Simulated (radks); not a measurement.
Task: The mean radii <r> (bohr) of the occupied orbitals of an atom or ion are listed with their occupations. Calculated with a radial shooting solver on a logarithmic mesh with Libxc functionals: Dirac Kohn-Sham, BLYP, spin-unpolarised, spherical densities, finite nucleus; Fermi nuclear charge, rms radius of each element as measured or else 0.836 A^(1/3) + 0.57 fm.

| orbital | occ. | <r> |
|---|---|---|
| 1s1/2 | 2 | 0.02363 |
| 2s1/2 | 2 | 0.1005 |
| 2p1/2 | 2 | 0.08421 |
| 2p3/2 | 4 | 0.09062 |
| 3s1/2 | 2 | 0.2660 |
| 3p1/2 | 2 | 0.2556 |
| 3p3/2 | 4 | 0.2681 |
| 3d3/2 | 4 | 0.2394 |
| 3d5/2 | 6 | 0.2433 |
| 4s1/2 | 2 | 0.6074 |
| 4p1/2 | 2 | 0.6239 |
| 4p3/2 | 4 | 0.6522 |
| 4d3/2 | 4 | 0.7018 |
| 4d5/2 | 6 | 0.7120 |
| 5s1/2 | 2 | 1.471 |
| 5p1/2 | 2 | 1.659 |
| 5p3/2 | 4 | 1.748 |
| 4f5/2 | 4 | 1.086 |
| 5f5/2 | 1 | 8.734 |

Name the element and its charge. Open shells, if any, fill j = l - 1/2 first.

Result: Z = 60, neodymium, charge +1: Nd+ in [Xe] 4f4 5f1. The 1s radius gives Z: for a bare nucleus <r> = (2 gamma + 1)/(2Z) with gamma = sqrt(1 - (Z/c)^2), 0.02332 bohr for Z = 60, and screening makes it slightly larger (0.02363 here). The occupations add up to 59, and the charge is Z minus that.
